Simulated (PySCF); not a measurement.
# Molecular orbitals of GeP⁺

LDA at R = 2.310 Å; PySCF, no relativity, basis sets Ge def2-TZVPPD, P def2-TZVPPD. State: ³Σ⁻ (triplet), unpaired electrons π ↑↑. Only the outer orbitals are listed, counted within each symmetry.

```
spin  orbital  occ.  ε (eV)  on Ge (%)           main shells (%)
   α      10σ     1  -22.06         27           68 P s, 22 Ge s
   α      11σ     1  -17.89         65           66 Ge s, 28 P s
   α       5π     1  -13.01         25           73 P p, 22 Ge p
   α       5π     1  -13.01         25           73 P p, 22 Ge p
   α      12σ     1  -12.72         45  52 P p, 34 Ge p, 10 Ge s
   α       6π     0   -9.95         75           76 Ge p, 24 P p
   α       6π     0   -9.95         75           76 Ge p, 24 P p
   α      13σ     0   -6.46         59    49 Ge p, 29 P p, 8 P d
   β      10σ     1  -20.97         37           58 P s, 32 Ge s
   β      11σ     1  -17.23         59           58 Ge s, 36 P s
   β      12σ     1  -12.24         45           51 P p, 38 Ge p
   β       5π     0  -11.76         40           58 P p, 38 Ge p
   β       5π     0  -11.76         40           58 P p, 38 Ge p
   β       6π     0   -9.19         61           60 Ge p, 38 P p
```

**Question.** Which are the highest filled and the lowest empty level, where do they sit, and how wide is the gap?

**Answer.** Highest filled β 12σ at -12.24 eV (in %: 51 P p, 38 Ge p); lowest empty β 5π at -11.76 eV (in %: 58 P p, 38 Ge p); the gap at LDA is 0.48 eV.

```json
{"bond order (Mayer)": "1.65", "⟨S²⟩": "2.003", "charge on Ge (Mulliken, basis-dependent)": "0.71", "charge on Ge (Löwdin, basis-dependent)": "0.63", "dipole moment (positive dipole points towards P; it is taken about the centre of mass and depends on that origin)": "0.71 D", "polarisability along the bond": "74.5 bohr³", "polarisability across the bond": "38.6 bohr³"}
```

Spin–orbit coupling is left out. The state was picked by a PBE0 search and need not be the measured ground state.
